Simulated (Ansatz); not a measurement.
The same redistribution along the group Mg, Zn, Cd.

Gas-phase electronic energies from Ansatz, PBE0-D4/def2-TZVP geometries. CBS: MP2 limit from def2 TZ/QZ plus the TZ coupled-cluster correction, frozen cores. DFT in def2-TZVPP. def2 core potentials past Kr. For Cd, Ga, Mg, Zn outer-core shells are correlated without core-valence functions, which leaves a few kJ/mol of doubt a bond. Scalar relativity is left out up to krypton. Each species was taken in one conformer, which may not be the lowest.

```
                                                                                 reaction  CCSD(T)/CBS(def2) (eV)
`[F][Mg][O][SiH3]` + `[CH3][Ga]([NH2])[Cl]` → `[CH3][Mg][F]` + `[NH2][Ga]([Cl])[O][SiH3]`                    0.99
`[F][Zn][O][SiH3]` + `[CH3][Ga]([NH2])[Cl]` → `[CH3][Zn][F]` + `[NH2][Ga]([Cl])[O][SiH3]`                       ?
`[F][Cd][O][SiH3]` + `[CH3][Ga]([NH2])[Cl]` → `[CH3][Cd][F]` + `[NH2][Ga]([Cl])[O][SiH3]`                   -0.48
```

(1) Fill in the missing values. (An estimate is asked.)

Largest T1 diagnostic: 0.017, for `[F][Zn][O][SiH3]`.

Answers

(1) The calculation gave: `[F][Zn][O][SiH3]` + `[CH3][Ga]([NH2])[Cl]` → `[CH3][Zn][F]` + `[NH2][Ga]([Cl])[O][SiH3]`: -0.13 eV.
